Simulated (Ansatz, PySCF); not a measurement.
Gas-phase reaction (SMILES): NB(F)F + Cl (HCl) -> FB(F)Cl [chloro(difluoro)borane] + N (NH3); hydrogen chloride cleaves one B-N bond, a model of a ligand-exchange step.

Each molecule is optimised on its own at B3LYP-D3(BJ)/def2-TZVP (Ansatz, a first-principles code), one conformer each, not searched for the lowest. Cores are frozen in the correlated levels unless marked. Spin-orbit coupling is left out. No relativistic terms. CBS(X,Y): correlation extrapolated as X^-3; Hartree-Fock from the larger set. [CCSD(T)-MP2]/basis is that difference in the basis named. Thermal terms are rigid-rotor harmonic-oscillator values from B3LYP-D3(BJ) frequencies (Ansatz or PySCF) at 298.15 K and 1 atm. 1 Eh = 627.5095 kcal/mol.

```json
[
 {"species": "NB(F)F", "E, RI-MP2/CBS(aug-cc-pV(T+d)Z,aug-cc-pV(Q+d)Z)+[CCSD(T)-MP2]/aug-cc-pV(T+d)Z (Ansatz) (Eh)": "-280.45847", "E, PBE/def2-TZVPD (Ansatz) (Eh)": "-280.49360", "H - E (Eh)": "0.04174", "G - E (Eh)": "0.01090"},
 {"species": "Cl (HCl)", "E, RI-MP2/CBS(aug-cc-pV(T+d)Z,aug-cc-pV(Q+d)Z)+[CCSD(T)-MP2]/aug-cc-pV(T+d)Z (Ansatz) (Eh)": "-460.37874", "E, PBE/def2-TZVPD (Ansatz) (Eh)": "-460.62833", "H - E (Eh)": "0.01000", "G - E (Eh)": "-0.01120"},
 {"species": "FB(F)Cl", "E, RI-MP2/CBS(aug-cc-pV(T+d)Z,aug-cc-pV(Q+d)Z)+[CCSD(T)-MP2]/aug-cc-pV(T+d)Z (Ansatz) (Eh)": "-684.31485", "E, PBE/def2-TZVPD (Ansatz) (Eh)": "-684.59852", "H - E (Eh)": "0.01548", "G - E (Eh)": "-0.01583"},
 {"species": "N (NH3)", "E, RI-MP2/CBS(aug-cc-pV(T+d)Z,aug-cc-pV(Q+d)Z)+[CCSD(T)-MP2]/aug-cc-pV(T+d)Z (Ansatz) (Eh)": "-56.50756", "E, PBE/def2-TZVPD (Ansatz) (Eh)": "-56.51037", "H - E (Eh)": "0.03799", "G - E (Eh)": "0.01614"}
]
```

Q: Work out ΔE and ΔH, ΔG, ΔS and the equilibrium constant at 298.15 K at the first level, then ΔH at the second.

A: 
1. ΔE = [(-684.31485) + (-56.50756)] - [(-280.45847) + (-460.37874)] = 0.01480 Eh = 9.3 kcal/mol at RI-MP2/CBS(aug-cc-pV(T+d)Z,aug-cc-pV(Q+d)Z)+[CCSD(T)-MP2]/aug-cc-pV(T+d)Z.
2. The terms H - E add up to 0.00173 Eh, so ΔH = (0.01480 + (0.00173))×627.5095 = 10.4 kcal/mol.
3. The terms G - E add up to 0.00061 Eh, so ΔG = 9.7 kcal/mol, and ΔS = (0.00173 - (0.00061))×627509.5/298.15 = 2.4 cal/(mol K).
4. log10 K = -ΔG/(RT ln 10) = -7.1, with RT ln 10 = 1.3642 kcal/mol.
5. At PBE/def2-TZVPD the same steps give ΔE = 8.2 and ΔH = 9.3 kcal/mol, a shift of -1.1 from the first level.
6. These values are not checked against measurement here, since the tables used lack a sound gas-phase enthalpy of formation for at least one species.
